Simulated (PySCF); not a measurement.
**Polarisability and C₆ of Sn (tin, neutral)**

[Kr] 4d10 5s2 5p2, high-spin 3P determinant. All numbers are calculated (PySCF 2.14, scalar relativity through the core potential, in def2-TZVPPD with the def2 core potential (28 electrons)). Coupled (time-dependent) response in atomic units; α is the mean over directions.

| method | mean α (bohr³) | α xx, yy, zz | C₆ (like pair) | S(−4) |
| --- | --- | --- | --- | --- |
| UHF | 56.93 | 47.00, 61.89, 61.89 | 632.2 | 1109 |
| PBE | 60.76 | 47.56, 67.35, 67.35 | 662.1 | 1520 |
| PBE0 | 58.01 | 46.41, 63.81, 63.81 | 632.4 | 1287 |
| BHandHLYP | 56.37 | 45.47, 61.82, 61.82 | 610.9 | 1179 |
| wB97M-V | 55.62 | 45.28, 60.79, 60.79 | 584.6 | 1243 |

S(−4) is the Cauchy moment in α(ω) = α(0) + S(−4) ω² + …

Reference α: 53 ± 6 bohr³ (recommended; Schwerdtfeger and Nagle, table of static dipole polarizabilities (2023 update)). Published C₆: 659.0 (Chu and Dalgarno (2004); Tang, Norbeck and Certain (1976)).

Spin-orbit coupling is absent.

α(iu) at UHF:

```csv
u (hartree),α(iu) (bohr³)
0,56.93
0.0500,54.32
0.100,48.07
0.200,34.14
0.300,24.03
0.500,13.37
0.750,7.868
1.00,5.364
1.50,3.153
2.00,2.167
3.00,1.253
5.00,0.5830
```

A single London oscillator, α(iu) = α/(1 + u²/ω²), gives C₆ = (3/4) ω α². Matching the computed C₆ needs ω = 4 × 632.2 / (3 × 56.93²) = 0.260 hartree.

The components differ because the open shell of this determinant is not spherical; for a pure term their mean is the scalar polarisability.

Energies and moments cover only the electrons outside the core potential.
